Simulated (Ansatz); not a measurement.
Consider the redistribution: `[NH2][Ge]([NH2])([F])[F]` + `[NH2][Al]1[SiH2][S]1` → `[NH2][Ge]([NH2])([NH2])[F]` + `[F][Al]1[SiH2][S]1`.

Isolated molecules relaxed with PBE0-D4/def2-TZVP in Ansatz; ΔE leaves out vibrations. CBS: MP2 limit from def2 TZ/QZ plus the TZ coupled-cluster correction, frozen cores. DFT in def2-TZVPP. B3LYP here is the variant with VWN-RPA as its local correlation; programs differ in this. HSE06 is defined as in plane-wave codes. For Ge outer-core shells are correlated without core-valence functions, which leaves a few kJ/mol of doubt a bond. Scalar relativity is left out up to krypton. Each species was taken in one conformer, which may not be the lowest.

`[NH2][Ge]([NH2])([F])[F]`:

Cartesian coordinates in Å:
```
N 0.708 -0.265 -1.388
Ge -0.157 -0.396 0.178
N -0.335 1.205 0.967
F -1.757 -1.044 0.117
F 0.709 -1.597 1.067
H 0.268 0.317 -2.086
H 1.011 -1.139 -1.791
H -0.972 1.235 1.748
H 0.525 1.684 1.189
```

`[NH2][Al]1[SiH2][S]1`:

Z-matrix (Å, degrees):
```
Si
Al 1 2.310
S 1 2.208 2 57.4
H 1 1.487 2 125.4 3 95.9
H 1 1.487 2 125.4 3 -95.9
N 2 1.754 1 163.4 3 -179.8
H 6 1.006 2 124.5 1 -0.3
H 6 1.007 2 124.7 1 180.0
```

`[NH2][Ge]([NH2])([NH2])[F]`:

```xyz
11

N    -1.596    0.139   -0.724
Ge    0.123   -0.190   -0.230
N     0.983    1.390   -0.335
N     0.626   -0.934    1.352
F     0.593   -1.423   -1.368
H    -2.144   -0.683   -0.931
H    -2.116    0.756   -0.117
H     1.963    1.377   -0.098
H     0.820    1.928   -1.173
H     0.330   -0.442    2.182
H     0.417   -1.918    1.442
```

`[F][Al]1[SiH2][S]1`:

Z-matrix (Å, degrees):
```
Si
Al 1 2.303
S 1 2.221 2 56.8
H 1 1.486 2 125.1 3 -96.1
H 1 1.486 2 125.1 3 96.1
F 2 1.638 1 163.0 3 180.0
```

```json
{"level": "LDA (SPW92)", "ΔE (kJ/mol)": "-22.0", "difference from CCSD(T)/CBS": "8.7"}
{"level": "PBE-D4", "ΔE (kJ/mol)": "-23.2", "difference from CCSD(T)/CBS": "7.5"}
{"level": "revPBE-D4", "ΔE (kJ/mol)": "-25.1", "difference from CCSD(T)/CBS": "5.6"}
{"level": "BLYP-D4", "ΔE (kJ/mol)": "-25.2", "difference from CCSD(T)/CBS": "5.5"}
{"level": "r2SCAN-D4", "ΔE (kJ/mol)": "-21.6", "difference from CCSD(T)/CBS": "9.1"}
{"level": "B97M-V", "ΔE (kJ/mol)": "-20.2", "difference from CCSD(T)/CBS": "10.5"}
{"level": "PBE0-D4", "ΔE (kJ/mol)": "-23.1", "difference from CCSD(T)/CBS": "7.6"}
{"level": "B3LYP-D4", "ΔE (kJ/mol)": "-24.4", "difference from CCSD(T)/CBS": "6.3"}
{"level": "r2SCANh-D4", "ΔE (kJ/mol)": "-22.0", "difference from CCSD(T)/CBS": "8.7"}
{"level": "r2SCAN0-D4", "ΔE (kJ/mol)": "-22.4", "difference from CCSD(T)/CBS": "8.3"}
{"level": "HSE06-D4", "ΔE (kJ/mol)": "-22.8", "difference from CCSD(T)/CBS": "7.9"}
{"level": "BHLYP-D4", "ΔE (kJ/mol)": "-23.5", "difference from CCSD(T)/CBS": "7.2"}
{"level": "ωB97X-V", "ΔE (kJ/mol)": "-21.9", "difference from CCSD(T)/CBS": "8.8"}
{"level": "ωB97M-V", "ΔE (kJ/mol)": "-23.5", "difference from CCSD(T)/CBS": "7.2"}
{"level": "PBE-QIDH", "ΔE (kJ/mol)": "-24.8", "difference from CCSD(T)/CBS": "5.9"}
{"level": "revPBE", "ΔE (kJ/mol)": "-21.8", "difference from CCSD(T)/CBS": "8.9"}
{"level": "BLYP", "ΔE (kJ/mol)": "-22.9", "difference from CCSD(T)/CBS": "7.8"}
{"level": "r2SCAN", "ΔE (kJ/mol)": "-21.4", "difference from CCSD(T)/CBS": "9.3"}
{"level": "PBE0", "ΔE (kJ/mol)": "-22.2", "difference from CCSD(T)/CBS": "8.5"}
{"level": "B3LYP", "ΔE (kJ/mol)": "-22.8", "difference from CCSD(T)/CBS": "7.9"}
{"level": "r2SCANh", "ΔE (kJ/mol)": "-21.7", "difference from CCSD(T)/CBS": "9.0"}
{"level": "r2SCAN0", "ΔE (kJ/mol)": "-22.2", "difference from CCSD(T)/CBS": "8.5"}
{"level": "BHLYP", "ΔE (kJ/mol)": "-22.6", "difference from CCSD(T)/CBS": "8.1"}
{"level": "CAM-B3LYP", "ΔE (kJ/mol)": "-22.0", "difference from CCSD(T)/CBS": "8.7"}
{"level": "RPA@PBE/def2-TZVPP", "ΔE (kJ/mol)": "-29.7", "difference from CCSD(T)/CBS": "1.0"}
{"level": "HF/def2-SVP", "ΔE (kJ/mol)": "-15.8", "difference from CCSD(T)/CBS": "14.9"}
{"level": "MP2/def2-SVP", "ΔE (kJ/mol)": "-19.4", "difference from CCSD(T)/CBS": "11.3"}
{"level": "CCSD/def2-SVP", "ΔE (kJ/mol)": "-19.1", "difference from CCSD(T)/CBS": "11.6"}
{"level": "CCSD(T)/def2-SVP", "ΔE (kJ/mol)": "-19.3", "difference from CCSD(T)/CBS": "11.4"}
{"level": "HF/def2-TZVPP", "ΔE (kJ/mol)": "-19.2", "difference from CCSD(T)/CBS": "11.5"}
{"level": "MP2/def2-TZVPP", "ΔE (kJ/mol)": "-29.3", "difference from CCSD(T)/CBS": "1.4"}
{"level": "SCS-MP2/def2-TZVPP", "ΔE (kJ/mol)": "-27.6", "difference from CCSD(T)/CBS": "3.1"}
{"level": "CCSD/def2-TZVPP", "ΔE (kJ/mol)": "-27.4", "difference from CCSD(T)/CBS": "3.3"}
{"level": "CCSD(T)/def2-TZVPP", "ΔE (kJ/mol)": "-27.9", "difference from CCSD(T)/CBS": "2.8"}
{"level": "HF/def2-QZVPP", "ΔE (kJ/mol)": "-18.8", "difference from CCSD(T)/CBS": "11.9"}
{"level": "MP2/def2-QZVPP", "ΔE (kJ/mol)": "-30.8", "difference from CCSD(T)/CBS": "-0.1"}
{"level": "SCS-MP2/def2-QZVPP", "ΔE (kJ/mol)": "-28.7", "difference from CCSD(T)/CBS": "2.0"}
{"level": "HF/CBS(def2)", "ΔE (kJ/mol)": "-18.7", "difference from CCSD(T)/CBS": "12.0"}
{"level": "MP2/CBS(def2)", "ΔE (kJ/mol)": "-32.2", "difference from CCSD(T)/CBS": "-1.5"}
{"level": "CCSD/CBS(def2)", "ΔE (kJ/mol)": "-30.3", "difference from CCSD(T)/CBS": "0.4"}
{"level": "CCSD(T)/CBS", "ΔE (kJ/mol)": "-30.7", "difference from CCSD(T)/CBS": "0"}
```

Largest T1 diagnostic among the species: 0.014.

Leaving LDA and LC-ωPBE aside and taking each functional with its dispersion term where it has one, the values spread over 4.9 kJ/mol, from BLYP-D4 to B97M-V. At CCSD(T), def2-SVP lies +11.4 kJ/mol from the extrapolated value and def2-TZVPP +2.8 kJ/mol. In def2-TZVPP, CCSD(T) changes the Hartree–Fock value by −8.6 kJ/mol (the triples alone add −0.4 kJ/mol) and MP2 by −10.1 kJ/mol.
